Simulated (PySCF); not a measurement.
Computed shifts of a molecule C₃H₉Al, PBE/pcSseg-1 run with PySCF, GIAO, gas phase, atoms alike by connectivity averaged where their shifts nearly agree, in ppm (number of nuclei): ¹³C: -3.9 (3). ¹H: 0.07 (9). References: ¹³C against TMS (σ = 182.0 ppm); ¹H against TMS (σ = 31.49 ppm), references at their B3LYP-D3(BJ)/def2-TZVP geometries, non-relativistic. Geometry optimised at B3LYP-D3(BJ)/def2-SVP. The values are those of a single conformer.

Q: Pick the molecule that these values belong to.
A) C[CH2][AlH][CH3]
B) [CH3][Al]([CH3])[CH3]
C) CC[CH2][AlH2]

A: B, [CH3][Al]([CH3])[CH3]
